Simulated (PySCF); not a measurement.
## Correlation energy of Xe²⁺ (xenon, charge +2)

[Kr] 4d10 5s2 5p4, high-spin 3P determinant. All numbers are calculated (PySCF 2.14, a scalar-relativistic core potential, in aug-cc-pVTZ-PP with one added diffuse shell each of d, f type with ECP28MDF (6s5p5d3f, 67 functions)). Frozen: 4s2 4p6 4d10; 6 electrons correlated.

| level | correlation energy (mhartree) |
| --- | --- |
| CCSD | -109.82 |
| (T) | -2.76 |
| CCSD(T) | -112.58 |

Diagnostics: T1 = 0.0068, D1 = 0.0209, largest double amplitude 0.037.

Cost of the coupled-cluster step: about 4 core-seconds, for 6 correlated electrons.

Iterations:

```
CC2 = 0
CCSD nocc = (np.int64(4), np.int64(2)), nmo = (58, 58)
frozen orbitals [[0, 1, 2, 3, 4, 5, 6, 7, 8], [0, 1, 2, 3, 4, 5, 6, 7, 8]]
max_cycle = 100
direct = 0
conv_tol = 1e-08
conv_tol_normt = 1e-06
diis_space = 8
diis_start_cycle = 0
Init t2, MP2 energy = -0.0920736192493782
Init E_corr(UCCSD) = -0.0920736192647235
cycle = 1  E_corr(UCCSD) = -0.105682926995154  dE = -0.0136093077  norm(t1,t2) = 0.0376068
cycle = 2  E_corr(UCCSD) = -0.108586694702728  dE = -0.00290376771  norm(t1,t2) = 0.0119976
cycle = 3  E_corr(UCCSD) = -0.109857112439566  dE = -0.00127041774  norm(t1,t2) = 0.00462079
cycle = 4  E_corr(UCCSD) = -0.109818374659865  dE = 3.87377797e-05  norm(t1,t2) = 0.000516324
cycle = 5  E_corr(UCCSD) = -0.109819590856531  dE = -1.21619667e-06  norm(t1,t2) = 7.24192e-05
cycle = 6  E_corr(UCCSD) = -0.109819815481333  dE = -2.24624802e-07  norm(t1,t2) = 1.4649e-05
cycle = 7  E_corr(UCCSD) = -0.10981983802044  dE = -2.2539107e-08  norm(t1,t2) = 3.45106e-06
cycle = 8  E_corr(UCCSD) = -0.109819853240768  dE = -1.52203272e-08  norm(t1,t2) = 7.18502e-07
cycle = 9  E_corr(UCCSD) = -0.109819846149178  dE = 7.09158939e-09  norm(t1,t2) = 1.40117e-07
UCCSD converged
E(UCCSD) = -327.2493709242619  E_corr = -0.1098198461491782
UCCSD(T) correction = -0.00275656446037348
```
